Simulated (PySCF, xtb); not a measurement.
Br₂Sn, SMILES [Br][Sn][Br] (connectivity only; charge and spin as stated), charge -1, multiplicity 2.

Harmonic wavenumbers (cm⁻¹) from GFN2-xTB run with xtb 6.7.1 at its own minimum, in rising order: 55, 171, 193.

### Question
What does PBE-D3(BJ)/def2-SVPD in PySCF give at its own minimum? (The exact figures need the calculation; the answer reports its results.)

### Answer
52, 169, 180. Paired by order, the mean absolute difference is 6 cm⁻¹ and the zero-point energies are 0.6 and 0.6 kcal/mol.
